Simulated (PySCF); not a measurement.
Si(H)(Cl)2(NH2) (Cl2H3NSi), SMILES N[SiH](Cl)Cl. Atoms are numbered in the order given.

```xyz
7

Si     0.4827     0.3224     0.0517
N      0.0094     1.9564    -0.2002
Cl    -0.4285    -0.6317     1.6707
Cl    -0.0519    -0.7388    -1.6444
H      1.9542     0.2663     0.2837
H      0.3337     2.6670     0.4618
H     -0.9438     2.1565    -0.5151
```
Charge 0, spin multiplicity 1.

Geometry optimised at PBE-D3(BJ)/def2-SVP. The values are those of a single conformer.

Method: B3LYP/pcJ-1 (PySCF).

Isotropic couplings with Fermi-contact, spin-dipole and both spin-orbit terms, one fixed conformer, no vibrational averaging. Isotopes: 14N, 1H, 29Si.

```json
[
 {"pair": "Si1–N2", "bonds apart": "1", "J (Hz)": "-7.7"},
 {"pair": "Si1–H5", "bonds apart": "1", "J (Hz)": "?"},
 {"pair": "N2–H6", "bonds apart": "1", "J (Hz)": "56.2"},
 {"pair": "N2–H7", "bonds apart": "1", "J (Hz)": "57.0"},
 {"pair": "Si1–H6", "bonds apart": "2", "J (Hz)": "?"},
 {"pair": "Si1–H7", "bonds apart": "2", "J (Hz)": "?"},
 {"pair": "N2–H5", "bonds apart": "2", "J (Hz)": "10.4"},
 {"pair": "H6–H7", "bonds apart": "2", "J (Hz)": "?"},
 {"pair": "H5–H6", "bonds apart": "3", "J (Hz)": "-0.7"},
 {"pair": "H5–H7", "bonds apart": "3", "J (Hz)": "11.2"}
]
```

**Question.** What belongs in the gaps? (An estimate is asked for; the answer gives what the named calculation found.)

**Answer.** 
- Si1–H5, J (Hz): -355.5
- Si1–H6, J (Hz): -7.2
- Si1–H7, J (Hz): 3.2
- H6–H7, J (Hz): -7.4
